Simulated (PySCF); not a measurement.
A calculated (UHF, PySCF 2.14, cc-pVDZ-DK, scalar relativity by spin-free X2C-1e) atom or ion has these occupied shells.

```json
{"shell": "1s α", "electrons": "1", "orbital energy (eV)": "-3255.0", "rms radius, mean of both spins (bohr)": "0.0991"}
{"shell": "1s β", "electrons": "1", "orbital energy (eV)": "-3254.6", "rms radius, mean of both spins (bohr)": "0.0991"}
{"shell": "2s α", "electrons": "1", "orbital energy (eV)": "-351.84", "rms radius, mean of both spins (bohr)": "0.446"}
{"shell": "2s β", "electrons": "1", "orbital energy (eV)": "-351.45", "rms radius, mean of both spins (bohr)": "0.446"}
{"shell": "2p α", "electrons": "3", "orbital energy (eV)": "-274.80", "rms radius, mean of both spins (bohr)": "0.417"}
{"shell": "2p β", "electrons": "3", "orbital energy (eV)": "-274.10", "rms radius, mean of both spins (bohr)": "0.417"}
{"shell": "3s α", "electrons": "1", "orbital energy (eV)": "-48.866", "rms radius, mean of both spins (bohr)": "1.48"}
{"shell": "3s β", "electrons": "1", "orbital energy (eV)": "-45.043", "rms radius, mean of both spins (bohr)": "1.48"}
{"shell": "3p α", "electrons": "3", "orbital energy (eV)": "-29.175", "rms radius, mean of both spins (bohr)": "1.70"}
{"shell": "3p β", "electrons": "2", "orbital energy (eV)": "-27.597", "rms radius, mean of both spins (bohr)": "1.70"}
```

Q: Name the element and its charge.

A: Ar⁺ (argon, charge +1), in [Ne] 3s2 3p5, 2P determinant.
